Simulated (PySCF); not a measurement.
CH₆BClOSi, SMILES COB([SiH3])Cl.

Coordinates come from a r2SCAN-D4/def2-SVP optimisation. This is a generated structure with no PubChem entry under its InChIKey; it may be hypothetical. The values are those of a single conformer.

Method: TDDFT-LC-ωPBE/def2-SVPD in PySCF.

Vertical excitations. The molecule is in vacuum.

| state | energy (eV) | λ (nm) | f | main pairs |
|---|---|---|---|---|
| S1 | 5.84 | 212 | 0.009 | HOMO→LUMO 95 % |
| S2 | 7.18 | 173 | 0.000 | HOMO−2→LUMO 91 % |
| S3 | 7.50 | 165 | 0.111 | HOMO−1→LUMO 87 % |
| S4 | 8.17 | 152 | 0.108 | HOMO→LUMO+2 32 %, HOMO→LUMO+1 31 %, HOMO→LUMO+5 15 % |
| S5 | 8.32 | 149 | 0.034 | HOMO→LUMO+1 55 %, HOMO→LUMO+4 12 %, HOMO→LUMO+2 9 % |
| S6 | 8.35 | 148 | 0.005 | HOMO−4→LUMO 88 % |
| S7 | 8.58 | 145 | 0.151 | HOMO−3→LUMO 76 % |
| S8 | 8.77 | 141 | 0.001 | HOMO−6→LUMO 76 % |
| S9 | 9.07 | 137 | 0.043 | HOMO−1→LUMO+1 75 % |
| S10 | 9.08 | 137 | 0.190 | HOMO−5→LUMO 50 %, HOMO→LUMO+3 16 %, HOMO→LUMO+4 9 % |
| T1 | 4.87 | 254 | 0 | HOMO→LUMO 91 % |
| T2 | 6.40 | 194 | 0 | HOMO−1→LUMO 89 % |
| T3 | 6.97 | 178 | 0 | HOMO−2→LUMO 88 % |
| T4 | 7.34 | 169 | 0 | HOMO→LUMO+2 30 %, HOMO→LUMO+5 19 %, HOMO−3→LUMO 18 %, HOMO→LUMO+4 11 % |
Triplets are in the Tamm–Dancoff approximation, which puts them higher than full response would, so one can lie above its singlet here.
